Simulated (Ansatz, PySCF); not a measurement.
A series of proton affinity values:

A. CCCCC=O + H+ → CCCCC=[OH+]
B. O[Si](O)(O)[SiH3] + H+ -> O[Si](O)([OH2+])[SiH3]
C. CCCO + H+ → CCC[OH2+]
D. OB(O)O[SiH3] + H+ → OB(O)[OH+][SiH3]
E. CCC(O)CC + H+ → CCC([OH2+])CC

Quantity: proton affinity (enthalpy at 298 K, with B3LYP-D3(BJ) rigid-rotor harmonic-oscillator terms), kJ/mol. Each molecule is optimised on its own at B3LYP-D3(BJ)/def2-TZVP (Ansatz, a program for electronic structure), one conformer each, not searched for the lowest. Frequencies are from Ansatz or PySCF. Cores are frozen in the correlated levels unless marked. Spin-orbit coupling is left out. Non-relativistic. CBS(X,Y): correlation extrapolated as X^-3; Hartree-Fock from the larger set. The bracket is a focal-point correction in the basis named. Positive means that the reaction releases energy.

```tsv
	HF/cc-pwCVTZ (Ansatz)	r2SCAN/def2-TZVPD (Ansatz)	CCSD(T)/STO-3G (Ansatz)	RI-MP2/CBS(cc-pV(T+d)Z,cc-pV(Q+d)Z)+[CCSD(T)-MP2]/cc-pV(T+d)Z (Ansatz)
A	821.3	803.6	960.2	…
B	802.7	787.5	1166.9	…
C	808.4	785.9	1031.4	…
D	802.7	785.3	1168.0	…
E	830.4	815.4	1046.0	…
```

What belongs in the gaps?


- A, RI-MP2/CBS(cc-pV(T+d)Z,cc-pV(Q+d)Z)+[CCSD(T)-MP2]/cc-pV(T+d)Z (Ansatz): 792.4
- B, RI-MP2/CBS(cc-pV(T+d)Z,cc-pV(Q+d)Z)+[CCSD(T)-MP2]/cc-pV(T+d)Z (Ansatz): 786.3
- C, RI-MP2/CBS(cc-pV(T+d)Z,cc-pV(Q+d)Z)+[CCSD(T)-MP2]/cc-pV(T+d)Z (Ansatz): 784.1
- D, RI-MP2/CBS(cc-pV(T+d)Z,cc-pV(Q+d)Z)+[CCSD(T)-MP2]/cc-pV(T+d)Z (Ansatz): 788.6
- E, RI-MP2/CBS(cc-pV(T+d)Z,cc-pV(Q+d)Z)+[CCSD(T)-MP2]/cc-pV(T+d)Z (Ansatz): 809.0
